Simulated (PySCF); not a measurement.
## C₆ coefficients of unlike pairs at PBE0

Calculated with PySCF 2.14 from the dipole response of each species, C₆(A,B) = (3/π) ∫ α_A(iu) α_B(iu) du, in atomic units, from isotropic polarisabilities. For ions this is the dispersion term alone; charge-induced terms of lower order in 1/R come first.

```
species      configuration                                        basis      relativity  α (bohr³)  C₆ (like pair)
     Xe          [Xe] (1S)  aug-cc-pwCVTZ-PP with ECP28MDF (8s7p6d4f1g)  core potential      27.62           295.3
    B²⁺      [He] 2s1 (2S)                     aug-cc-pwCVTZ (7s6p4d2f)            none      7.200           9.701
     P⁺  [Ne] 3s2 3p2 (3P)                     dyall-acv3z (19s12p6d4f)   spin-free X2C      14.29           73.63
   Ru²⁺      [Kr] 4d6 (5D)    aug-cc-pwCVDZ-PP with ECP28MDF (6s6p5d3f)  core potential      8.023           43.02
```

(1) Estimate C₆ for Ru²⁺ with B²⁺.

No spin-orbit coupling is included.

The other pairs:

```json
{"pair": "B²⁺, Xe", "C₆": "50.45"}
{"pair": "Ru²⁺, P⁺", "C₆": "53.02"}
{"pair": "P⁺, Xe", "C₆": "147.1"}
{"pair": "Ru²⁺, Xe", "C₆": "108.4"}
{"pair": "P⁺, B²⁺", "C₆": "25.56"}
```

## Answers

(1) The integral gives 17.06. The combination rule 2 C_A C_B / (C_A α_B/α_A + C_B α_A/α_B) gives 16.89 and the geometric mean 20.43.
